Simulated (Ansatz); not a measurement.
Reaction (substitution at a C–Si bond): `C#C[SiH2]C#N` + `CC=N` → `C#C/N=C\C` + `N#C[SiH3]`

Isolated molecules relaxed with PBE0-D4/def2-TZVP in Ansatz; ΔE leaves out vibrations. CBS: MP2 limit from def2 TZ/QZ plus the TZ coupled-cluster correction, frozen cores. This one scheme is used for every species. DFT in def2-TZVPP. HSE06 is defined as in plane-wave codes. Each species was taken in one conformer, which may not be the lowest.

CCSD(T)/CBS gives +18.5 kcal/mol.

(1) Another level gave +13.2 kcal/mol. Which?
A. PBE/def2-TZVPP
B. HSE06/def2-TZVPP
C. CCSD/def2-TZVPP
D. r2SCAN0/def2-TZVPP

Largest T1 diagnostic among the species: 0.014.

Answers

(1) B. HSE06 13.2, PBE 11.6, r2SCAN0 14.4, CCSD/def2-TZVPP 18.8 kcal/mol.

From BLYP to BHLYP (50 % exact exchange), in def2-TZVPP and without D4, ΔE moves by +2.7 kcal/mol. At CCSD(T), def2-SVP lies −4.3 kcal/mol from the extrapolated value and def2-TZVPP −0.4 kcal/mol. Leaving LDA and LC-ωPBE aside and taking each functional with its dispersion term where it has one, the values, not all of them listed here, spread over 5.6 kcal/mol, from PBE-D4 to ωB97M-V. LDA lies −4.0 kcal/mol from PBE without D4.
